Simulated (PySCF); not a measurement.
Simulation results for CH$_{6}$AlBN, Al$_{2}$BH$_{4}$O, Al$_{2}$BH$_{4}$N, AlB$_{2}$FH$_{3}$

All values are calculated (PySCF 2.14.0). Calculation on a computer-drawn molecule: the log of a Hartree-Fock and frozen-core CCSD(T) single point meant for a local Hartree-Fock minimum, with one planted fault or none, to be diagnosed. Offsets are logged minus clean, where the clean run is the same molecule without the fault. The reference is restricted for singlets and unrestricted otherwise, and also for a bond in bohr or an excited solution. Adding or removing an electron swaps singlet and doublet. The excited solution moves the top pair (singlet) or top alpha electron (doublet) to the lowest empty orbital. Highest occupied and lowest empty are orbital energies over both spins, largest force is the largest gradient component, triples share is (T) over the correlation energy, the T1 limit is 0.02 restricted and 0.045 unrestricted, electrons count all cores, a negative frequency is imaginary (commonest isotopes), and the dipole is about the centre of nuclear charge.

Common to all runs: meant basis cc-pV(D+d)Z; logged SCF converged yes; possible faults no fault, one electron removed, one electron added, multiplicity raised by two, geometry at a saddle point, SCF held on an excited solution, minimal basis STO-3G, one bond length entered in bohr, all coordinates scaled.

(1) 
```xyz
10
formula=CH6AlBN meant_charge=1 meant_multiplicity=1 logged_electrons=36 logged_basis_functions=95 logged_spin_squared=0 logged_highest_occupied=-8.6184 logged_lowest_empty=-11.809 logged_largest_force=0.22337 logged_CC_converged=no logged_dipole_magnitude=14.024 logged_SCF_stable_within_its_kind=no logged_energy_HF=-361.63515 planted_fault=SCF_held_on_an_excited_solution HF_energy_offset_from_clean_run=329.3
B     -2.4894    -3.1277     0.4482
Al    -0.6766    -2.0111     0.0652
N      0.7636    -1.1255    -0.2345
C      1.8644    -0.7828     0.6857
H     -3.2468    -3.2851    -0.4542
H     -2.6643    -3.5445     1.5475
H      0.9398    -0.7598    -1.1568
H      1.6661    -1.1820     1.6807
H      1.9681     0.2980     0.7680
H      2.8023    -1.2070     0.3306
```

Units: logged_highest_occupied, logged_lowest_empty in eV; logged_largest_force in hartree/bohr; logged_dipole_magnitude in debye; logged_energy_HF in hartree; HF_energy_offset_from_clean_run in kcal/mol.

Drawn bonds:
```tsv
atom	other atom	order
1	2	1
2	3	1
3	4	1
1	5	1
1	6	1
3	7	1
4	8	1
4	9	1
4	10	1
```

Notes: CCSD not converged.

(2) 
```xyz
10
formula=CH6AlBN meant_charge=1 meant_multiplicity=1 logged_electrons=36 logged_basis_functions=95 logged_spin_squared=0.712 logged_highest_occupied=-14.844 logged_lowest_empty=-4.925 logged_largest_force=0.0171 logged_T1_diagnostic=0.061311 logged_D1_diagnostic=0.27461 logged_triples_share=0.033092 logged_CC_converged=yes logged_dipole_magnitude=2.5912 logged_SCF_stable_within_its_kind=yes logged_energy_HF=-362.03758 logged_energy_CCSD(T)=-362.53411 planted_fault=one_bond_length_entered_in_bohr,row_4_of_the_drawn_bonds HF_energy_offset_from_clean_run=76.78 CCSD(T)_energy_offset_from_clean_run=77.27
B     -2.4894    -3.1277     0.4482
Al    -0.6766    -2.0111     0.0652
N      0.7636    -1.1255    -0.2345
C      1.8644    -0.7828     0.6857
H     -3.9207    -3.4252    -1.2571
H     -2.6643    -3.5445     1.5475
H      0.9398    -0.7598    -1.1568
H      1.6661    -1.1820     1.6807
H      1.9681     0.2980     0.7680
H      2.8023    -1.2070     0.3306
```

Units: logged_highest_occupied, logged_lowest_empty in eV; logged_largest_force in hartree/bohr; logged_dipole_magnitude in debye; logged_energy_HF, logged_energy_CCSD(T) in hartree; HF_energy_offset_from_clean_run, CCSD(T)_energy_offset_from_clean_run in kcal/mol.

Drawn bonds:
```tsv
atom	other atom	order
1	2	1
2	3	1
3	4	1
1	5	1
1	6	1
3	7	1
4	8	1
4	9	1
4	10	1
```

Notes: T1 above single-reference limit.

(3) 
```xyz
8
formula=Al2BH4O meant_charge=1 meant_multiplicity=1 logged_electrons=42 logged_basis_functions=94 logged_spin_squared=0 logged_highest_occupied=-15.636 logged_lowest_empty=-5.0271 logged_largest_force=0.075002 logged_T1_diagnostic=0.0137 logged_D1_diagnostic=0.035262 logged_triples_share=0.019771 logged_CC_converged=yes logged_dipole_magnitude=5.1917 logged_SCF_stable_within_its_kind=yes logged_energy_HF=-585.5023 logged_energy_CCSD(T)=-585.90819 planted_fault=all_coordinates_scaled,by_-7.0_% HF_energy_offset_from_clean_run=26.15 CCSD(T)_energy_offset_from_clean_run=31.4
B     -2.3105    -1.7572     2.8419
Al    -2.3957    -0.6457     1.1590
O     -2.4598     0.1832    -0.0948
Al    -2.5302     1.0793    -1.4520
H     -1.3616    -1.7511     3.4073
H     -3.2167    -2.3224     3.1233
H     -2.9967     2.4382    -1.2514
H     -2.1158     0.3821    -2.6548
```

Units: logged_highest_occupied, logged_lowest_empty in eV; logged_largest_force in hartree/bohr; logged_dipole_magnitude in debye; logged_energy_HF, logged_energy_CCSD(T) in hartree; HF_energy_offset_from_clean_run, CCSD(T)_energy_offset_from_clean_run in kcal/mol.

Drawn bonds:
```tsv
atom	other atom	order
1	2	1
2	3	1
3	4	1
1	5	1
1	6	1
4	7	1
4	8	1
```

(4) 
```xyz
8
formula=Al2BH4N meant_charge=0 meant_multiplicity=1 logged_electrons=42 logged_basis_functions=94 logged_spin_squared=0 logged_highest_occupied=-8.7077 logged_lowest_empty=-0.034142 logged_largest_force=1.319e-05 logged_lowest_frequency=81.703 logged_T1_diagnostic=0.027241 logged_D1_diagnostic=0.082096 logged_triples_share=0.037694 logged_CC_converged=yes logged_dipole_magnitude=4.0766 logged_SCF_stable_within_its_kind=yes logged_energy_HF=-565.21529 logged_energy_CCSD(T)=-565.6497 planted_fault=no_fault HF_energy_offset_from_clean_run=0 CCSD(T)_energy_offset_from_clean_run=0
B     -3.6107    -0.9981     1.1946
Al    -2.2306     0.1322     0.0078
Al    -0.1032    -0.9879    -0.9832
N      1.1960    -1.7166    -1.5759
H     -4.5388    -1.5882     0.7079
H     -3.4972    -1.0945     2.3880
H     -2.4330     1.6680    -0.3163
H      2.0040    -2.1521    -1.9498
```

Units: logged_highest_occupied, logged_lowest_empty in eV; logged_largest_force in hartree/bohr; logged_lowest_frequency in cm⁻¹; logged_dipole_magnitude in debye; logged_energy_HF, logged_energy_CCSD(T) in hartree; HF_energy_offset_from_clean_run, CCSD(T)_energy_offset_from_clean_run in kcal/mol.

Drawn bonds:
```tsv
atom	other atom	order
1	2	1
2	3	1
3	4	2
1	5	1
1	6	1
2	7	1
4	8	1
```

Notes: T1 above single-reference limit.

(5) 
```xyz
8
formula=Al2BH4N meant_charge=0 meant_multiplicity=1 logged_electrons=42 logged_basis_functions=94 logged_spin_squared=0 logged_highest_occupied=-9.0776 logged_lowest_empty=0.070762 logged_largest_force=0.065183 logged_T1_diagnostic=0.024747 logged_D1_diagnostic=0.073542 logged_triples_share=0.034479 logged_CC_converged=yes logged_dipole_magnitude=3.6753 logged_SCF_stable_within_its_kind=yes logged_energy_HF=-565.19286 logged_energy_CCSD(T)=-565.62016 planted_fault=all_coordinates_scaled,by_-5.2_% HF_energy_offset_from_clean_run=14.07 CCSD(T)_energy_offset_from_clean_run=18.54
B     -3.4229    -0.9462     1.1325
Al    -2.1146     0.1253     0.0074
Al    -0.0978    -0.9365    -0.9320
N      1.1338    -1.6273    -1.4940
H     -4.3028    -1.5056     0.6711
H     -3.3154    -1.0376     2.2639
H     -2.3065     1.5812    -0.2998
H      1.8998    -2.0402    -1.8484
```

Units: logged_highest_occupied, logged_lowest_empty in eV; logged_largest_force in hartree/bohr; logged_dipole_magnitude in debye; logged_energy_HF, logged_energy_CCSD(T) in hartree; HF_energy_offset_from_clean_run, CCSD(T)_energy_offset_from_clean_run in kcal/mol.

Drawn bonds:
```tsv
atom	other atom	order
1	2	1
2	3	1
3	4	2
1	5	1
1	6	1
2	7	1
4	8	1
```

Notes: T1 above single-reference limit.

(6) 
```xyz
8
formula=Al2BH4N meant_charge=0 meant_multiplicity=1 logged_electrons=43 logged_basis_functions=94 logged_spin_squared=0.7621 logged_highest_occupied=-1.2338 logged_lowest_empty=4.3469 logged_largest_force=0.026106 logged_CC_converged=no logged_dipole_magnitude=5.463 logged_SCF_stable_within_its_kind=yes logged_energy_HF=-565.22166 planted_fault=one_electron_added HF_energy_offset_from_clean_run=-3.999
B     -3.6107    -0.9981     1.1946
Al    -2.2306     0.1322     0.0078
Al    -0.1032    -0.9879    -0.9832
N      1.1960    -1.7166    -1.5759
H     -4.5388    -1.5882     0.7079
H     -3.4972    -1.0945     2.3880
H     -2.4330     1.6680    -0.3163
H      2.0040    -2.1521    -1.9498
```

Units: logged_highest_occupied, logged_lowest_empty in eV; logged_largest_force in hartree/bohr; logged_dipole_magnitude in debye; logged_energy_HF in hartree; HF_energy_offset_from_clean_run in kcal/mol.

Drawn bonds:
```tsv
atom	other atom	order
1	2	1
2	3	1
3	4	2
1	5	1
1	6	1
2	7	1
4	8	1
```

Notes: CCSD not converged.

(7) 
```xyz
8
formula=Al2BH4O meant_charge=0 meant_multiplicity=2 logged_electrons=43 logged_basis_functions=94 logged_spin_squared=1.4953 logged_highest_occupied=-7.6083 logged_lowest_empty=0.2031 logged_largest_force=0.020591 logged_T1_diagnostic=0.079544 logged_D1_diagnostic=0.4257 logged_triples_share=0.036629 logged_CC_converged=yes logged_dipole_magnitude=2.3449 logged_SCF_stable_within_its_kind=yes logged_energy_HF=-585.5707 logged_energy_CCSD(T)=-586.0018 planted_fault=one_bond_length_entered_in_bohr,row_7_of_the_drawn_bonds HF_energy_offset_from_clean_run=81.57 CCSD(T)_energy_offset_from_clean_run=82.23
B      1.0062    -0.7710    -0.7418
Al     3.0076    -1.5313    -0.5830
Al     5.0102    -0.0890     0.4047
O      5.6348     0.0041     1.9757
H      0.7231     0.1913    -1.4095
H      0.0891    -1.2574    -0.1294
H      3.4619    -2.7947    -1.4408
H      5.2078    -0.8003     3.5060
```

Units: logged_highest_occupied, logged_lowest_empty in eV; logged_largest_force in hartree/bohr; logged_dipole_magnitude in debye; logged_energy_HF, logged_energy_CCSD(T) in hartree; HF_energy_offset_from_clean_run, CCSD(T)_energy_offset_from_clean_run in kcal/mol.

Drawn bonds:
```tsv
atom	other atom	order
1	2	1
2	3	1
3	4	1
1	5	1
1	6	1
2	7	1
4	8	1
```

Notes: T1 above single-reference limit.

(8) 
```xyz
7
formula=AlB2FH3 meant_charge=1 meant_multiplicity=1 logged_electrons=34 logged_basis_functions=80 logged_spin_squared=0 logged_highest_occupied=-15.559 logged_lowest_empty=-4.9268 logged_largest_force=9.739e-06 logged_lowest_frequency=96.834 logged_T1_diagnostic=0.016011 logged_D1_diagnostic=0.041867 logged_triples_share=0.023142 logged_CC_converged=yes logged_dipole_magnitude=0.43176 logged_SCF_stable_within_its_kind=yes logged_energy_HF=-392.1966 logged_energy_CCSD(T)=-392.62796
B      2.0548    -0.0032    -2.1250
Al     1.5328    -1.6533    -0.8552
B      3.2469    -2.2372     0.6072
F      4.1403    -2.5624     1.3888
H      2.5768    -0.2040    -3.1795
H      1.8274     1.1145    -1.7731
H      0.4321    -2.6867    -0.4714
```

Units: logged_highest_occupied, logged_lowest_empty in eV; logged_largest_force in hartree/bohr; logged_lowest_frequency in cm⁻¹; logged_dipole_magnitude in debye; logged_energy_HF, logged_energy_CCSD(T) in hartree.

Drawn bonds:
```tsv
atom	other atom	order
1	2	1
2	3	1
3	4	1
1	5	1
1	6	1
2	7	1
```

Questions
1. Which fault was planted in the run of AlB$_{2}$FH$_{3}$ (entry 8)?

## Answers
1. no fault

Further results for AlB$_{2}$FH$_{3}$ (entry 8):

- HF energy offset from clean run: 0 kcal/mol
- CCSD(T) energy offset from clean run: 0 kcal/mol
